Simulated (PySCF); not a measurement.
Simulation results for Al₂GeH₅N, AlBGeH₃N, AlCl₂GeH, AlClGeH₃N and others

All values are calculated (PySCF 2.14.0). Calculation on a computer-drawn molecule: the log of a Hartree-Fock and frozen-core CCSD(T) single point meant for a local Hartree-Fock minimum, with one planted fault or none, to be diagnosed. Offsets are logged minus clean, where the clean run is the same molecule without the fault. The reference is restricted for singlets and unrestricted otherwise, and also for a bond in bohr or an excited solution. Adding or removing an electron swaps singlet and doublet. The excited solution moves the top pair (singlet) or top alpha electron (doublet) to the lowest empty orbital. Highest occupied and lowest empty are orbital energies over both spins, largest force is the largest gradient component, triples share is (T) over the correlation energy, the T1 limit is 0.02 restricted and 0.045 unrestricted, electrons count all cores, a negative frequency is imaginary (commonest isotopes), and the dipole is about the centre of nuclear charge; on germanium a core potential holds 10 electrons, which the energies leave out, and 3d is frozen in MP2 and coupled-cluster steps.

Common to all runs: meant charge 0; meant multiplicity 1; meant basis cc-pV(D+d)Z; meant basis and core potential on germanium cc-pVDZ-PP ECP10MDF; logged SCF converged yes; logged SCF stable within its kind yes; possible faults no fault, one electron removed, one electron added, multiplicity raised by two, geometry at a saddle point, SCF held on an excited solution, minimal basis STO-3G, one bond length entered in bohr, all coordinates scaled.

(1) Al₂GeH₅N

Logged structure:
```xyz
9
Al2GeH5N
Al     0.2594     0.9843     0.1466
N     -0.3938     0.9678    -1.3319
Ge    -1.1276     0.9260    -2.9854
Al    -1.7443    -1.4207    -3.6408
H      0.8863     0.9924     1.5678
H     -0.1438     1.5344    -4.0153
H     -2.3726     1.8461    -3.0341
H     -2.4095    -1.7633    -5.0432
H     -1.4814    -2.6402    -2.6562
```

```
logged electrons                : 70
logged basis functions          : 108
logged spin squared             : 2.0149
logged highest occupied         : -4.9577 eV
logged lowest empty             : 0.33438 eV
logged largest force            : 0.094865 hartree/bohr
logged dipole magnitude         : 2.8424 debye
logged energy HF                : -834.43625 hartree
planted fault                   : multiplicity raised by two
HF energy offset from clean run : 53.41 kcal/mol
```

Drawn bonds:
```tsv
atom	other atom	order
1	2	2
2	3	1
3	4	1
1	5	1
3	6	1
3	7	1
4	8	1
4	9	1
```

Notes: coupled-cluster numbers left out as unreliable.

(2) Al₂GeH₅N

Structure as in entry 1.

```
logged electrons                     : 71
logged basis functions               : 108
logged spin squared                  : 0.8002
logged highest occupied              : 0.46632 eV
logged lowest empty                  : 4.0949 eV
logged largest force                 : 0.062321 hartree/bohr
logged T1 diagnostic                 : 0.061396
logged D1 diagnostic                 : 0.36903
logged triples share                 : 0.038553
logged CC converged                  : yes
logged dipole magnitude              : 7.4296 debye
logged energy HF                     : -834.4785 hartree
logged energy CCSD(T)                : -834.9483 hartree
planted fault                        : one electron added
HF energy offset from clean run      : 26.9 kcal/mol
CCSD(T) energy offset from clean run : 17.23 kcal/mol
```

Drawn bonds:
```tsv
atom	other atom	order
1	2	2
2	3	1
3	4	1
1	5	1
3	6	1
3	7	1
4	8	1
4	9	1
```

Notes: T1 above single-reference limit; highest electron not bound in this basis.

(3) AlBGeH₃N

Logged structure:
```xyz
7
AlBGeH3N
Al     0.1135     1.4825     2.6958
B      0.8236    -0.1439     1.3468
N      1.2216    -1.0558     0.5905
Ge     1.7989    -2.3785    -0.5061
H      1.1435    -3.6995    -0.0952
H      1.4169    -2.0426    -1.9498
H      3.3204    -2.5028    -0.3928
```

```
logged electrons                     : 59
logged basis functions               : 89
logged spin squared                  : 0.8919
logged highest occupied              : -14.733 eV
logged lowest empty                  : -6.2674 eV
logged largest force                 : 0.038512 hartree/bohr
logged T1 diagnostic                 : 0.033141
logged D1 diagnostic                 : 0.11378
logged triples share                 : 0.039667
logged CC converged                  : yes
logged dipole magnitude              : 15.237 debye
logged energy HF                     : -615.90367 hartree
logged energy CCSD(T)                : -616.31404 hartree
planted fault                        : one electron removed
HF energy offset from clean run      : 166.4 kcal/mol
CCSD(T) energy offset from clean run : 183.6 kcal/mol
```

Drawn bonds:
```tsv
atom	other atom	order
1	2	1
2	3	2
3	4	1
4	5	1
4	6	1
4	7	1
```

(4) AlCl₂GeH

Logged structure:
```xyz
5
AlCl2GeH
Al    -2.2949    -0.5009     1.5371
Ge     2.1776    -1.5866    -0.4631
Cl     2.6423    -3.5280     0.5018
Cl     1.6307    -2.0963    -2.5502
H      3.5522    -0.9273    -0.6094
```

```
logged electrons                     : 80
logged basis functions               : 97
logged spin squared                  : 0.9775
logged highest occupied              : -6.1843 eV
logged lowest empty                  : -0.56732 eV
logged largest force                 : 0.020926 hartree/bohr
logged T1 diagnostic                 : 0.024558
logged D1 diagnostic                 : 0.1443
logged triples share                 : 0.024765
logged CC converged                  : yes
logged dipole magnitude              : 3.5677 debye
logged energy HF                     : -1454.90078 hartree
logged energy CCSD(T)                : -1455.34624 hartree
planted fault                        : one bond length entered in bohr, row 1 of the drawn bonds
HF energy offset from clean run      : 40.41 kcal/mol
CCSD(T) energy offset from clean run : 52.46 kcal/mol
```

Drawn bonds:
```tsv
atom	other atom	order
1	2	1
2	3	1
2	4	1
2	5	1
```

(5) AlClGeH₃N

Logged structure:
```xyz
7
AlClGeH3N
Al    -1.1603    -0.1425    -0.7008
N      0.6396    -0.2546    -0.4560
Ge     1.7515     0.5143     0.7609
Cl     2.8214     2.1993    -0.1367
H      1.6294    -1.2378    -1.7639
H      0.9260     1.1034     1.8965
H      2.8457    -0.4327     1.2327
```

```
logged electrons                     : 72
logged basis functions               : 98
logged spin squared                  : 0.9063
logged highest occupied              : -8.9387 eV
logged lowest empty                  : 0.53386 eV
logged largest force                 : 0.014683 hartree/bohr
logged T1 diagnostic                 : 0.060183
logged D1 diagnostic                 : 0.25992
logged triples share                 : 0.037805
logged CC converged                  : yes
logged dipole magnitude              : 2.721 debye
logged energy HF                     : -1050.94355 hartree
logged energy CCSD(T)                : -1051.44552 hartree
planted fault                        : one bond length entered in bohr, row 4 of the drawn bonds
HF energy offset from clean run      : 82.06 kcal/mol
CCSD(T) energy offset from clean run : 85.28 kcal/mol
```

Drawn bonds:
```tsv
atom	other atom	order
1	2	1
2	3	1
3	4	1
2	5	1
3	6	1
3	7	1
```

Notes: T1 above single-reference limit.

(6) AlClGeH₂O

Logged structure:
```xyz
6
AlClGeH2O
Al    -1.4246     1.7496     0.8536
O     -0.8620     0.1700     0.5647
Ge    -0.0915    -1.3927     0.4763
Cl     1.5180    -1.4252     1.9357
H      0.5506    -1.5838    -0.8873
H     -1.0698    -2.4828     0.8797
```

```
logged electrons                     : 71
logged basis functions               : 93
logged spin squared                  : 0.7525
logged highest occupied              : -15.349 eV
logged lowest empty                  : -7.3344 eV
logged largest force                 : 0.078976 hartree/bohr
logged T1 diagnostic                 : 0.019657
logged D1 diagnostic                 : 0.061458
logged triples share                 : 0.02647
logged CC converged                  : yes
logged dipole magnitude              : 13.306 debye
logged energy HF                     : -1070.65759 hartree
logged energy CCSD(T)                : -1071.13487 hartree
planted fault                        : one electron removed
HF energy offset from clean run      : 184.1 kcal/mol
CCSD(T) energy offset from clean run : 204.7 kcal/mol
```

Drawn bonds:
```tsv
atom	other atom	order
1	2	1
2	3	1
3	4	1
3	5	1
3	6	1
```
